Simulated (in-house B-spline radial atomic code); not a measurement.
# Binding energies in Ru⁵⁺

NIST's tabulated ground configuration is [Kr] 4d3; each binding energy is the energy of the ion with one electron taken from that subshell, relaxed, less that of the parent. Method: Dirac-Hartree-Fock, average of configuration, Fermi nucleus of rms radius 4.4809 fm. Calculated with a radial B-spline atomic code at the basis-set limit. Energies include first-order Breit, QED and recoil terms.

```tsv
subshell	X-ray name	binding energy (eV)	-ε (eV)	relaxation (eV)
1s	K	22203.1	22322.8	56.4
2s	L1	3317.3	3351.1	27.6
2p1/2	L2	3055	3091.6	30.6
2p3/2	L3	2926.1	2960.0	29.8
3s	M1	673.8	683.6	8.9
3p1/2	M2	571.7	581.6	9.1
3p3/2	M3	549.1	558.5	8.8
4s	N1	160.2	161.9	1.5
4p1/2	N2	125.8	127.3	1.4
4p3/2	N3	122.1	123.4	1.3
4d	N4,5	74.48	75.25	0.78
```

Relaxation = -ε minus the binding energy without Breit, QED and recoil terms.

Emission lines follow as differences of binding energies, with λ = 12398.42 eV·Å / E:

| line | holes | energy (eV) | wavelength (Å) |
| --- | --- | --- | --- |
| K-L3 | 1s → 2p3/2 | 19277.0 | 0.64317 |
| K-L2 | 1s → 2p1/2 | 19148.1 | 0.6475 |
| K-M3 | 1s → 3p3/2 | 21654.0 | 0.57257 |
| L1-M3 | 2s → 3p3/2 | 2768.2 | 4.4789 |
| L3-M1 | 2p3/2 → 3s | 2252.3 | 5.5048 |

**Question.** What screening constant σ does Moseley's law, E = (3/4)·13.6057 eV·(Z - σ)², need for K-L3?

**Answer.** σ = 0.54.

Moseley's non-relativistic formula needs a falling, then negative, screening constant for heavy elements, because relativity binds the 1s electron more strongly than the formula allows.

**Question.** What does it cost to remove both a 3s and a 3p3/2 electron?

**Answer.** 1260.3 eV, which is 37.31 eV more than the two single binding energies together.

**Question.** What does it cost to remove both a 2p3/2 and a 3p1/2 electron?

**Answer.** 3551.9 eV, which is 54.21 eV more than the two single binding energies together.

**Question.** What does it cost to remove both a 2p3/2 and a 4p1/2 electron?

**Answer.** 3076.7 eV, which is 24.87 eV more than the two single binding energies together.
